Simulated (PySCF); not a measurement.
Molecule: `InChI=1S/C3H6BCl2N/c1-2-7-4(6)3-5/h4H,3H2,1H3/t4-/m1/s1`.

Bonds (- single, = double, # triple, : aromatic): C1-C2, C2#N3, N3-B4, B4-Cl5, B4-C6, C6-Cl7. C1 carries H8, H9, H10; B4 carries H11; C6 carries H12, H13. Formal charges: N3 +1, B4 -1. Stereochemistry as in CC#[N+][B@@H-](Cl)CCl. H13 is pro-R; H12 is pro-S.

Frames of a GFN2-xTB Langevin trajectory at 300 K; GIAO PBE0/pcSseg-1 shieldings in PySCF, gas phase, non-relativistic; equivalent atoms averaged within each frame.

Chemical shifts δ = σref − σ; $^{13}$C (σref 186.93) and $^{1}$H (σref 31.72) against TMS; $^{15}$N (σref 267.73) vs NH3; $^{11}$B (σref 100.07) vs BF3·OEt2; HCl for $^{35}$Cl (σref 949.78), all at this level. The references are static minima.

Q: How do the shifts (ppm) fluctuate along the trajectory?

A: 
```
         time (fs)     C2    C6    C1     N3     B4  Cl7  Cl5   H13   H12   H11
optimised geometry  122.2  43.7   1.1  226.7  -18.9   16    9  2.70  3.23  3.04
               250  117.1  46.7  -2.6  230.5  -12.5   32  -12  4.76  3.42  3.26
               425  128.5  41.3   2.5  224.4  -20.1   43  113  2.46  3.37  4.72
               625  129.2  44.1   0.0  232.1  -17.0   11   -9  1.17  3.48  3.74
               800  122.4  49.3  -0.2  241.1   -9.7   48  -39  4.03  3.61  2.51
              1000  126.6  42.5   0.5  235.5  -11.6   33   43  3.70  4.13  2.86
    mean of frames  124.8  44.8   0.0  232.7  -14.2   33   19  3.22  3.60  3.42
standard deviation    5.0   3.2   1.9    6.2    4.3   14   60  1.42  0.31  0.86
```

5 frames give an uncertainty of the mean of about the standard deviation over 2.2 at best, since frames this close in time may not be independent; classical motion lacks zero-point vibration, and the reference would need the same averaging.
